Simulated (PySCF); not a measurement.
## Pb⁺: excitation energy

Pb⁺ [Xe] 4f14 5d10 6s2 6p1 (2P) → Pb⁺ [Xe] 4f14 5d10 6s2 6d1 (2D), as a difference of total energies. Calculation: PySCF 2.14, in aug-cc-pVQZ-PP with one added diffuse shell each of s, p, d, f, g type with ECP60MDF (8s8p6d4f3g, 117 functions); scalar relativity through the core potential. Correlated levels: valence: 5s2 5p6 5d10 frozen. The calculations carry no spin-orbit coupling.

```tsv
method	excitation energy (cm⁻¹)
UHF	60003
LDA	58934
PBE	56738
PBE0	58430
r2SCAN	59425
B2PLYP	58955
BLYP	56435
TPSSh	57814
MP2 (valence)	59661
SCS-MP2 (valence)	59785
```

Errors of the correlated levels include the incompleteness of this basis and the frozen core.

For comparison: 59887 cm⁻¹ (measured; NIST levels, between the centres of gravity of the two terms).
